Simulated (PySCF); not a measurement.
**Zn (zinc, neutral) across methods**

[Ar] 3d9 4s2 4p1, one real determinant (an excited configuration). All numbers are calculated (PySCF 2.14, scalar relativity through the core potential, in aug-cc-pVTZ-PP with ECP10MDF).

```csv
method,E (hartree),mean ε 4s α (eV),mean ε 4s β (eV),mean ε 4p α (eV),Σ⟨r²⟩ (bohr²),⟨S²⟩
r2SCANh,-226.6032,-9.535,-8.575,-3.634,39.51,2.007
UHF,-225.63868,-12.378,-10.399,-5.951,40.78,2.010
BLYP,-226.6942,-8.737,-8.114,-2.845,40.47,2.002
PBE,-226.7106,-8.837,-8.050,-3.060,40.24,2.003
PBE0,-226.6651,-9.899,-8.854,-3.903,39.95,2.004
LDA,-226.3021,-9.091,-8.367,-3.047,39.99,2.001
CAM-B3LYP,-226.6781,-11.343,-10.303,-4.921,39.82,2.004
B3LYP,-226.7555,-9.741,-8.904,-3.646,40.12,2.003
r2SCAN,-226.6112,-9.136,-8.264,-3.328,39.50,2.007
```

⟨L²⟩ = 8.03 against 12 for a pure F term, so this real determinant mixes terms. Energies and moments cover only the electrons outside the core potential.
